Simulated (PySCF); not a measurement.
**Working out the ionisation energy of Fe**

Fe [Ar] 3d6 4s2 (5D) → Fe+ [Ar] 3d6 4s1 (6D). Computed with PySCF 2.14 in x2c-TZVPPall with one added diffuse shell each of s, p, d, f type (7s6p5d3f1g, 80 functions), with scalar relativity by spin-free X2C-1e. Frozen: [Ar]. Energies in hartree (1 hartree = 27.21139 eV):

```csv
part,Fe (lower),Fe+ (upper)
UHF,-1271.338010,-1271.101475
CCSD correlation,-0.193273,-0.147097
(T),-0.006825,-0.003278
```

**Question.** What does Hartree-Fock give?

**Answer.** (-1271.101475) − (-1271.338010) = 0.236535 hartree = 6.436 eV.

**Question.** What do CCSD and CCSD(T) give?

**Answer.** The CCSD correlation energies differ by 0.046176 hartree = 1.257 eV and the triples by 0.003547 hartree = 0.097 eV, so CCSD gives 7.693 eV and CCSD(T) 7.790 eV.

Measured between the centres of the two terms (NIST): 7.904 eV, so CCSD(T) (valence) is off by -0.114 eV.

What remains against the reference includes basis incompleteness, the frozen core and higher excitations.
